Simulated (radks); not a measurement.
The numbers below are computed, except where a source is named.
Spherical quantum dot in the effective-mass picture: electrons in a parabolic well V = omega^2 r^2 / 2 with omega = 0.938, all in effective atomic units (hartree* = m*/eps^2 hartree, bohr* = eps/m* bohr), one dielectric constant everywhere. Level of theory: non-relativistic Kohn-Sham, r2SCAN, spin-polarised, spherical densities, generalised Kohn-Sham scheme (a radial shooting solver with Libxc functionals). Levels are named by radial order and angular momentum (1s, 1p, 1d, 2s, ...), and open shells are averaged over m. Results are scaled to m* = 0.037 and eps = 16.8, for which hartree* = 3.567 meV and bohr* = 24.03 nm.

N = 5, configuration 1s2 1p(up 3, down 0). This is the lowest configuration that the search found. Occupied and some empty levels:

level    occupation  eigenvalue (meV)  <r> (nm)
1s up             1            13.668     33.68
1s down           1            14.241     32.55
1p up             3            16.121     41.98
1p down           0            16.822     41.84
1d up             0            18.941     48.56
2s up             0            19.521     43.86
1d down           0            19.636     48.58
2s down           0            19.891     43.51
1f up             0            21.989     54.26
1f down           0            22.684     54.09

Energy (meV): total 53.8804, kinetic 13.736, external 22.647, Hartree 24.974, exchange-correlation -7.4767.
